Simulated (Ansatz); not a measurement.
Basis sets compared for [MoO3F]- (MoO₃F⁻). Charge -1, multiplicity 1. Geometry r2SCAN-D4/def2-SVPD. Ansatz on 4 threads of Arm Neoverse V2 on a shared host; times are rough, and most runs start from earlier orbitals.

```csv
atom,x (Å),y (Å),z (Å)
Mo1,-0.007,0.040,-0.004
O2,-1.398,0.474,0.929
O3,1.377,0.902,0.576
O4,-0.277,0.423,-1.670
F5,0.305,-1.839,0.168
```

In the def2 sets Mo takes a core potential; there is no spin–orbit coupling.

```json
{"level": "PBE-D4/def2-SVPD", "functions": "126", "energy (Eh)": "-393.5154", "HOMO (eV)": "-1.93", "LUMO (eV)": "2.63", "wall time": "1 s"}
{"level": "PBE0-D4/def2-SVPD", "functions": "126", "energy (Eh)": "-393.4124", "HOMO (eV)": "-3.52", "LUMO (eV)": "3.35", "wall time": "1.1 s"}
```

Problem. Estimate the rows for PBE-D4/def2-TZVPD, PBE0-D4/def2-TZVPD.

Solution. 
```
             level  functions  energy (Eh)  HOMO (eV)  LUMO (eV)  wall time
 PBE-D4/def2-TZVPD        200    -393.9082      -1.82       2.75      1.4 s
PBE0-D4/def2-TZVPD        200    -393.8078      -3.40       3.50        2 s
```
